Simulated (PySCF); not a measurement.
PySCF input (M06-2X/6-31G* with LANL2DZ past Ar (5d)):

```python
from pyscf import gto, dft

mol = gto.M(
    atom='''
    I    -0.00000000   -0.00000000   -0.02991592
    H     0.00000000    0.00000000    1.58554378
    ''',
    basis={'default': '6-31g*', 'I': 'lanl2dz'},
    ecp={'I': 'lanl2dz'},
    charge=1,
    spin=1,
    symmetry='C2v',
    verbose=4,
)

mf = dft.UKS(mol, xc='m062x')
mf.grids.level = 4
mf.conv_tol = 1e-9
mf.max_cycle = 100
mf.max_memory = 1500
mf.kernel()
if not mf.converged:
    mf = mf.newton()
    mf.kernel(mf.make_rdm1())
mf.dip_moment()
```

Q: What final total energy does it give?

A: -11.51646 Eh.
